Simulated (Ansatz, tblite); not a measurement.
Forces on the cluster H5Au3 at its r2SCAN-D4/def2-SVP geometry. Charge 0, multiplicity 1.

In the def2 sets Au takes a core potential; there is no spin–orbit coupling. The xTB rows come from tblite. Another isomer (singlet) lies 0.02 eV lower at PBE-D4/def2-TZVP; other spin states weren't run for this one.

GFN1-xTB (tblite), largest force 1.11 eV/Å:

```xyz
8
positions Å, forces eV/Å
Au   -0.938   -0.449   -1.586    0.667   -0.012    0.452
Au   -1.394    0.912    0.907    0.756   -0.278   -0.034
Au    0.957   -0.187    0.277    0.245   -0.042    0.066
H     0.082   -1.270   -2.495   -0.695    0.574    0.648
H    -0.797    1.357    2.316   -0.397   -0.318   -0.986
H     1.961    0.042    1.442   -0.640   -0.052   -0.546
H    -2.136    0.460   -0.642    0.829   -0.195    0.259
H     2.265   -0.865   -0.220   -0.766    0.323    0.141
```

GFN2-xTB (tblite), largest force 1.63 eV/Å:

```
Au 0.772 -0.510 -0.488
Au 0.523 0.234 0.875
Au 1.544 -0.293 0.441
H -0.909 0.782 0.911
H -0.497 -0.451 -1.348
H -0.991 -0.104 -0.892
H 0.760 -0.182 0.239
H -1.202 0.525 0.261
```

PBE-D4/def2-TZVP (Ansatz), largest force 0.18 eV/Å:

```
Au 0.003 0.034 0.077
Au 0.028 -0.044 -0.067
Au -0.168 0.032 -0.049
H 0.031 -0.040 -0.063
H 0.005 0.034 0.073
H 0.081 0.021 0.101
H -0.088 0.021 -0.025
H 0.108 -0.059 -0.046
```
